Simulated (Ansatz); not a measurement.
Reaction (hydrogenolysis of a Ge–C bond): `[CH3][GeH]([OH])[TeH]` + H₂ → `[OH][GeH2][TeH]` + CH₄

Calculated with Ansatz (gas phase, PBE0-D4/def2-TZVP geometries, no zero-point term in ΔE). CCSD(T)/CBS is the MP2 limit (def2-TZVPP, def2-QZVPP) plus CCSD(T) − MP2 in def2-TZVPP, frozen cores. This one scheme is used for every species. DFT in def2-TZVPP. B3LYP here is the variant with VWN-RPA as its local correlation; programs differ in this. Elements past krypton have def2 core potentials. For Ge, Te outer-core shells are correlated without core-valence functions, which leaves a few kJ/mol of doubt a bond. Scalar relativity is left out up to krypton. One conformer a species, not always the lowest.

```
             level  ΔE (kJ/mol)  difference from CCSD(T)/CBS
         r2SCAN-D4        -24.4                         -4.0
           PBE0-D4        -26.1                         -5.7
          B3LYP-D4        -27.5                         -7.1
           ωB97M-V        -25.4                         -5.0
               PBE        -29.9                         -9.5
              PBE0        -31.5                        -11.1
             B3LYP        -37.1                        -16.7
SCS-MP2/def2-TZVPP        -22.1                         -1.7
   CCSD/def2-TZVPP        -26.7                         -6.3
CCSD(T)/def2-TZVPP        -22.3                         -1.9
     HF/def2-QZVPP        -47.4                        -27.0
    MP2/def2-QZVPP        -14.5                          5.9
SCS-MP2/def2-QZVPP        -21.3                         -0.9
      HF/CBS(def2)        -47.5                        -27.1
     MP2/CBS(def2)        -13.5                          6.9
    CCSD/CBS(def2)        -24.7                         -4.3
       CCSD(T)/CBS        -20.4                            0
```

Largest T1 diagnostic among the species: 0.011.

In def2-TZVPP, CCSD(T) changes the Hartree–Fock value by +24.4 kJ/mol (the triples alone add +4.3 kJ/mol) and MP2 by +31.3 kJ/mol. The D4 term adds +9.6 kJ/mol with B3LYP and +5.4 kJ/mol with PBE0; it sums over pairs of atoms, weighted by their polarisabilities, and B3LYP, whose exchange is more repulsive, gets the larger term.
